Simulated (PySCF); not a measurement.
Input of a run (PBE0-D3(BJ)/def2-SVP geometry optimisation, gas phase (PySCF 2.14.0)), started from GFN2-xTB:
```
{"job": {"xc": "PBE0", "basis": "def2-SVP", "d3": "d3bj", "grid": 1, "kind": "geom"}, "charge": 0, "multiplicity": 1}
C      2.873522     0.101949    -0.495802
C      1.617918    -0.176408    -0.142512
B      0.383126     0.516910    -0.769418
C     -1.069627     0.162474    -0.338111
C     -2.114609     0.779669    -0.900199
C     -1.318416    -0.880982     0.718196
H      3.092385     0.840277    -1.251282
H      3.731691    -0.385606    -0.055445
H      1.487257    -0.932567     0.624888
H      0.548467     1.332735    -1.595444
H     -1.983359     1.532516    -1.659537
H     -3.137440     0.559863    -0.626860
H     -2.382632    -1.016609     0.903807
H     -0.895483    -1.835939     0.408964
H     -0.837213    -0.590292     1.651187
```

Output (energies in Eh, forces in Eh/bohr):
```
step   0  E = -220.31566890  max force = 0.014386
step   1  E = -220.31851206  max force = 0.001550
step   2  E = -220.31848714  max force = 0.001675
step   3  E = -220.31862727  max force = 0.000254
step   4  E = -220.31862710  max force = 0.000277
optimisation converged
```

Question: Summarise the run.

Answer: The energy falls by 0.080 eV over 5 energy and gradient evaluations, the largest force component goes from 0.0144 to 2.8e-04 Eh/bohr, and the atoms move by 0.076 Å rms after alignment. The bond that changes most is B3–H10 (three-coordinate boron to B–H hydrogen), which lengthens by 0.042 Å. Bonds longer at the end by more than 0.005 Å: 11 of 14; shorter: 0. Among the angles that change most is B3–C4–C5, from 120.5° to 117.5°. The energy rose by more than 1e-6 Eh at step 2. The first step brought 96 % of the lowering.

Question: What are the final bond lengths?

Answer: C1=C2 1.345 Å, C2–B3 1.548 Å, B3–C4 1.556 Å, C4=C5 1.349 Å, C4–C6 1.504 Å, C1–H7 1.096 Å, C1–H8 1.096 Å, C2–H9 1.098 Å, B3–H10 1.215 Å, C5–H11 1.094 Å, C5–H12 1.098 Å, C6–H13 1.101 Å, C6–H14 1.102 Å, C6–H15 1.102 Å. Numbering counts from 1 in the input's order; the species is `C=CBC(=C)C`.

The run used 129 basis functions and 33 SCF cycles in all.

Stationary, but not proved a minimum. The numbers are those of one conformer.

Conformer computed: `[CH2:1]=[CH:2][BH:3][C:4](=[CH2:5])[CH3:6]`: C1–C2–B3–C4 180°, C2–B3–C4–C5 180°.
